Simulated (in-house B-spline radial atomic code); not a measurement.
Ionising S VII (S6+) with different functionals

Computed with a B-spline radial code for spherical atoms: four-component Dirac-Coulomb Hamiltonian, Fermi nucleus of rms radius 3.2611 fm, spin-restricted, spherical fractional occupations for the functionals, and exact exchange of hybrids averaged over the configuration. The ionisation energy is the difference of two self-consistent energies, [He] 2s2 2p6 → [He] 2s2 2p5, without Breit or QED terms; ε is the level of the shell that loses the electron (mean over j). The electron is taken from both j subshells in proportion to 2j + 1, so the result is a j average, not the step between ground levels.

```
method                    rung  ΔSCF (eV)  -ε(2p) (eV)
  PBE0           global hybrid     282.25       264.71
 B3LYP           global hybrid     282.58       263.65
 HSE06  range-separated hybrid     282.19       264.22
 wB97X  range-separated hybrid     282.20       265.93
```

Q: Among the functionals, which spreads more, the ΔSCF values or the orbital energies?

A: The orbital energies: ΔSCF values span about 0.39 eV and the orbital energies 2.28 eV; here energy differences depend much less on the functional than eigenvalues do.

Q: How do they compare with the NIST value?

A: NIST lists 280.95 eV ± 0.007 (measured, ground level to ground level). Errors run from +1.23 to +1.62 eV. The correlated functionals all miss on the same side by more than they spread, so the cause is common to them (Breit-QED terms, spin polarisation, the choice among j levels, multiplet and fine-structure energies, or a listed next ion that isn't the cheapest removal here) and closeness doesn't rank the functionals.
